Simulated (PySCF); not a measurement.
**PySCF run on InCl**

The script input.py:

```python
from pyscf import gto, scf
from pyscf.geomopt.geometric_solver import optimize

mol = gto.M(
    atom='In 0 0 0; Cl 0 0 2.36',
    basis='def2-svp',
    ecp={'In': 'def2-svp'},
    charge=0,
    spin=0,
    verbose=4,
)
mf = scf.UHF(mol)
mf.kernel()
mol_eq = optimize(mf, maxsteps=30)
print('optimised geometry (angstrom)')
print(mol_eq.tostring('raw'))
print('orbital energies (hartree):', [e[max(0, n-3):n+3].round(4) for e, n in zip(mf.mo_energy, mol.nelec)])
```

```bash
$ python input.py
```

The log (some set-up lines and the per-cycle HOMO/LUMO lines with their warnings removed):

```
PySCF version 2.14.0

[INPUT] Symbol           X                Y                Z      unit          X                Y                Z       unit  Magmom
[INPUT]  1 In     0.000000000000   0.000000000000   0.000000000000 AA    0.000000000000   0.000000000000   0.000000000000 Bohr   0.0
[INPUT]  2 Cl     0.000000000000   0.000000000000   2.360000000000 AA    0.000000000000   0.000000000000   4.459753653974 Bohr   0.0

nuclear repulsion = 80.0492645332373
number of shells = 18
number of NR pGTOs = 97
number of NR cGTOs = 44
basis = def2-svp
ecp = {'In': 'def2-svp'}

******** <class 'pyscf.scf.uhf.UHF'> ********
method = UHF
initial guess = minao
damping factor = 0
level_shift factor = 0
DIIS = <class 'pyscf.scf.diis.CDIIS'>
SCF conv_tol = 1e-09
SCF max_cycles = 50
number electrons alpha = 19  beta = 19
init E= -626.957506897403
cycle= 1 E= -648.375667770745  delta_E= -21.4  |g|= 0.777  |ddm|= 8.29
cycle= 2 E= -648.629292240821  delta_E= -0.254  |g|= 0.254  |ddm|= 1.93
cycle= 3 E= -648.645997765578  delta_E= -0.0167  |g|= 0.0169  |ddm|= 0.209
cycle= 4 E= -648.646376825172  delta_E= -0.000379  |g|= 0.00634  |ddm|= 0.0764
cycle= 5 E= -648.646421301686  delta_E= -4.45e-05  |g|= 0.00208  |ddm|= 0.0193
cycle= 6 E= -648.646429515573  delta_E= -8.21e-06  |g|= 0.000385  |ddm|= 0.0125
cycle= 7 E= -648.646429800702  delta_E= -2.85e-07  |g|= 0.000154  |ddm|= 0.00122
cycle= 8 E= -648.646429859871  delta_E= -5.92e-08  |g|= 4.45e-05  |ddm|= 0.000541
cycle= 9 E= -648.646429864774  delta_E= -4.9e-09  |g|= 1.83e-05  |ddm|= 0.00015
cycle= 10 E= -648.64642986584  delta_E= -1.07e-09  |g|= 6.49e-06  |ddm|= 8.18e-05
cycle= 11 E= -648.646429865997  delta_E= -1.57e-10  |g|= 2.51e-06  |ddm|= 3.32e-05
Extra cycle  E= -648.646429866013  delta_E= -1.61e-11  |g|= 1.66e-06  |ddm|= 7.11e-06
converged SCF energy = -648.646429866013  <S^2> = 1.8827606e-10  2S+1 = 1
Create scanner for <class 'pyscf.grad.uhf.Gradients'>
Create scanner for <class 'pyscf.scf.uhf.UHF'>
input.py

Current date and time:

#|     Arguments passed to driver run_optimizer():      |#
customengine              <pyscf.geomopt.geometric_solver.PySCFEngine object>
logIni                    <dir>
maxiter                   30
----------------------------------------------------------
Custom engine selected.
Bonds will be generated from interatomic distances less than 1.20 times sum of covalent radii
6 internal coordinates being used (instead of 6 Cartesians)
Internal coordinate system (atoms numbered from 1):
Distance 1-2
Translation-X 1-2
Translation-Y 1-2
Translation-Z 1-2
Rotation-A 1-2
Rotation-B 1-2
Rotation-C 1-2
<class 'geometric.internal.Distance'> : 1
<class 'geometric.internal.TranslationX'> : 1
<class 'geometric.internal.TranslationY'> : 1
<class 'geometric.internal.TranslationZ'> : 1
<class 'geometric.internal.RotationA'> : 1
<class 'geometric.internal.RotationB'> : 1
<class 'geometric.internal.RotationC'> : 1
> ===== Optimization Info: ====
> Job type: Energy minimization
> Maximum number of optimization cycles: 30
> Initial / maximum trust radius (Angstrom): 0.100 / 0.300
> Convergence Criteria:
> Will converge when all 5 criteria are reached:
>  |Delta-E| < 1.00e-06
>  RMS-Grad  < 3.00e-04
>  Max-Grad  < 4.50e-04
>  RMS-Disp  < 1.20e-03
>  Max-Disp  < 1.80e-03
> === End Optimization Info ===

Geometry optimization cycle 1
Cartesian coordinates (Angstrom)
 Atom        New coordinates             dX        dY        dZ
  In   0.000000   0.000000   0.000000    0.000000  0.000000  0.000000
  Cl   0.000000   0.000000   2.360000    0.000000  0.000000  0.000000

WARN: Mole.unit (angstrom) is changed to Bohr

New geometry
   1 In     0.000000000000   0.000000000000   0.000000000000 AA    0.000000000000   0.000000000000   0.000000000000 Bohr
   2 Cl     0.000000000000   0.000000000000   2.360000000000 AA    0.000000000000   0.000000000000   4.459753653974 Bohr

******** <class 'pyscf.scf.hf.UHF_Scanner'> ********
method = UHF_Scanner
initial guess = minao
damping factor = 0
level_shift factor = 0
DIIS = <class 'pyscf.scf.diis.CDIIS'>
SCF conv_tol = 1e-09
SCF max_cycles = 50
number electrons alpha = 19  beta = 19
init E= -648.646429866013
cycle= 1 E= -648.64642986602  delta_E= -7.73e-12  |g|= 1.16e-06  |ddm|= 4.76e-06
Extra cycle  E= -648.646429866024  delta_E= -3.98e-12  |g|= 8.12e-07  |ddm|= 3.33e-06
converged SCF energy = -648.646429866024  <S^2> = 4.7272408e-11  2S+1 = 1

******** <class 'pyscf.grad.rhf.Gradients_Scanner'> for <class 'pyscf.scf.hf.UHF_Scanner'> ********
unit = Eh/Bohr
--------------- UHF_Scanner gradients ---------------
         x                y                z
0 In     0.0000000000     0.0000000000     0.0196164014
1 Cl    -0.0000000000    -0.0000000000    -0.0196164014
----------------------------------------------
cycle 1: E = -648.646429866  dE = -648.646  norm(grad) = 0.0277418
Step    0 : Gradient = 1.962e-02/1.962e-02 (rms/max) Energy = -648.6464298660
Hessian Eigenvalues: 5.00000e-02 5.00000e-02 5.00000e-02 ... 5.00000e-02 5.00000e-02 1.26736e-01

Geometry optimization cycle 2
Cartesian coordinates (Angstrom)
 Atom        New coordinates             dX        dY        dZ
  In  -0.000000  -0.000000  -0.040953   -0.000000 -0.000000 -0.040953
  Cl   0.000000   0.000000   2.400953    0.000000  0.000000  0.040953
New geometry
   1 In    -0.000000000000  -0.000000000000  -0.040953471506 AA   -0.000000000000  -0.000000000000  -0.077390844996 Bohr
   2 Cl     0.000000000000   0.000000000000   2.400953471505 AA    0.000000000000   0.000000000000   4.537144498968 Bohr

******** <class 'pyscf.scf.hf.UHF_Scanner'> ********
method = UHF_Scanner
initial guess = minao
damping factor = 0
level_shift factor = 0
DIIS = <class 'pyscf.scf.diis.CDIIS'>
SCF conv_tol = 1e-09
SCF max_cycles = 50
number electrons alpha = 19  beta = 19
init E= -648.629774059134
cycle= 1 E= -648.647762885766  delta_E= -0.018  |g|= 0.0123  |ddm|= 0.0589
cycle= 2 E= -648.647856525521  delta_E= -9.36e-05  |g|= 0.00485  |ddm|= 0.0238
cycle= 3 E= -648.647868038256  delta_E= -1.15e-05  |g|= 0.000583  |ddm|= 0.00619
cycle= 4 E= -648.647868592952  delta_E= -5.55e-07  |g|= 0.000191  |ddm|= 0.00209
cycle= 5 E= -648.647868665669  delta_E= -7.27e-08  |g|= 5.46e-05  |ddm|= 0.000724
cycle= 6 E= -648.647868671596  delta_E= -5.93e-09  |g|= 1.53e-05  |ddm|= 0.000169
cycle= 7 E= -648.647868672278  delta_E= -6.82e-10  |g|= 3.29e-06  |ddm|= 6.55e-05
Extra cycle  E= -648.647868672297  delta_E= -1.91e-11  |g|= 1.43e-06  |ddm|= 9.63e-06
converged SCF energy = -648.647868672297  <S^2> = 1.2079227e-13  2S+1 = 1

******** <class 'pyscf.grad.rhf.Gradients_Scanner'> for <class 'pyscf.scf.hf.UHF_Scanner'> ********
unit = Eh/Bohr
--------------- UHF_Scanner gradients ---------------
         x                y                z
0 In     0.0000000000     0.0000000000     0.0000109691
1 Cl    -0.0000000000    -0.0000000000    -0.0000109691
----------------------------------------------
cycle 2: E = -648.647868672  dE = -0.00143881  norm(grad) = 1.55126e-05
Step    1 : Displace = 4.095e-02/4.095e-02 (rms/max) Trust = 1.000e-01 (=) Grad = 1.097e-05/1.097e-05 (rms/max) E (change) = -648.6478686723 (-1.439e-03) Quality = 0.948
Hessian Eigenvalues: 5.00000e-02 5.00000e-02 5.00000e-02 ... 5.00000e-02 5.00000e-02 1.26665e-01

Geometry optimization cycle 3
Cartesian coordinates (Angstrom)
 Atom        New coordinates             dX        dY        dZ
  In  -0.000000  -0.000000  -0.040976   -0.000000 -0.000000 -0.000023
  Cl   0.000000   0.000000   2.400976    0.000000  0.000000  0.000023
New geometry
   1 In    -0.000000000000  -0.000000000000  -0.040976384669 AA   -0.000000000000  -0.000000000000  -0.077434144598 Bohr
   2 Cl     0.000000000000   0.000000000000   2.400976384668 AA    0.000000000000   0.000000000000   4.537187798571 Bohr

******** <class 'pyscf.scf.hf.UHF_Scanner'> ********
method = UHF_Scanner
initial guess = minao
damping factor = 0
level_shift factor = 0
DIIS = <class 'pyscf.scf.diis.CDIIS'>
SCF conv_tol = 1e-09
SCF max_cycles = 50
number electrons alpha = 19  beta = 19
init E= -648.647857663981
cycle= 1 E= -648.647868672812  delta_E= -1.1e-05  |g|= 6.82e-06  |ddm|= 2.99e-05
cycle= 2 E= -648.647868672842  delta_E= -3.02e-11  |g|= 2.7e-06  |ddm|= 1.31e-05
Extra cycle  E= -648.647868672846  delta_E= -4.09e-12  |g|= 9.8e-07  |ddm|= 4.57e-06
converged SCF energy = -648.647868672846  <S^2> = 7.1054274e-15  2S+1 = 1

******** <class 'pyscf.grad.rhf.Gradients_Scanner'> for <class 'pyscf.scf.hf.UHF_Scanner'> ********
unit = Eh/Bohr
--------------- UHF_Scanner gradients ---------------
         x                y                z
0 In    -0.0000000000    -0.0000000000     0.0000017849
1 Cl     0.0000000000     0.0000000000    -0.0000017849
----------------------------------------------
cycle 3: E = -648.647868673  dE = -5.49335e-10  norm(grad) = 2.52427e-06
Step    2 : Displace = 2.291e-05/2.291e-05 (rms/max) Trust = 1.414e-01 (+) Grad = 1.785e-06/1.785e-06 (rms/max) E (change) = -648.6478686728 (-5.493e-10) Quality = 1.157
Hessian Eigenvalues: 5.00000e-02 5.00000e-02 5.00000e-02 ... 5.00000e-02 5.00000e-02 1.26665e-01
Converged! =D

    #| If this code has benefited your research, please support us by citing: |#
    #| Wang, L.-P.; Song, C.C. (2016) "Geometry optimization made simple with |#
    #| translation and rotation coordinates", J. Chem, Phys. 144, 214108.     |#
    #|                                     |#
optimised geometry (angstrom)
In         -0.00000000       -0.00000000       -0.04097638
Cl          0.00000000        0.00000000        2.40097638
orbital energies (hartree): [array([-0.4226, -0.4226, -0.3297,  0.027 ,  0.027 ,  0.1034]), array([-0.4226, -0.4226, -0.3297,  0.027 ,  0.027 ,  0.1034])]
```

In short: E(SCF) = -648.646430 Eh, 11 cycles, all at the start geometry; optimised bond 2.442 Å with E = -648.647869 Eh after 3 steps.

Wall time 4.4 s on one thread of a shared host.

The last line lists the levels of the start geometry. No search for the lowest solution was made.
